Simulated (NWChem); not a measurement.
SiH4S2; SMILES S[SiH2]S

```xyz
7

Si     0.0000     0.0000    -0.7344
S      1.7976     0.0646     0.4329
S     -1.7976    -0.0646     0.4329
H      0.0930     1.2226    -1.5803
H     -0.0930    -1.2226    -1.5803
H      1.5348    -1.0759     1.1090
H     -1.5348     1.0759     1.1090
```
Atoms are numbered in this order, from 1.

Program: NWChem. The geometry was optimised at PBE0/def2-SVP. Level: PBE0/def2-SVP with SMD (1 M gas to 1 M solution), gas-phase geometry. Reactions with the solvent are ignored.

For solvent water:

| Item | Value |
|---|---|
| solvation free energy (kcal/mol) | -1.3 |
| cavity-dispersion-structure term (kcal/mol) | 1.7 |

Task: Estimate the same quantities for solvent n-hexane.

Result: 
| Quantity | Value |
|---|---|
| solvation free energy (kcal/mol) | -3.7 |
| cavity-dispersion-structure term (kcal/mol) | -2.4 |
